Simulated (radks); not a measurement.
The numbers below are computed, except where a source is named.
Problem. Code: a radial shooting solver on a logarithmic mesh with Libxc functionals. Model: non-relativistic Kohn-Sham, LDA (Slater exchange, VWN5 correlation), spin-polarised, spherical densities, point nucleus; open shells are filled with parallel spins first. Response by self-consistent Sternheimer equations with the Hartree and adiabatic LDA kernel. For heavy and open-shell atoms this level of theory can miss by tens of per cent. Rank B2+, Cu+, Kr, Ni+, P, Sr, Cr2+ (NIST ground configurations) by static dipole polarisability, largest first.

Solution. Sr 188.5, P 27.89, Kr 18.03, Ni+ 8.923, Cu+ 7.887, B2+ 6.813, Cr2+ 4.485 bohr^3.
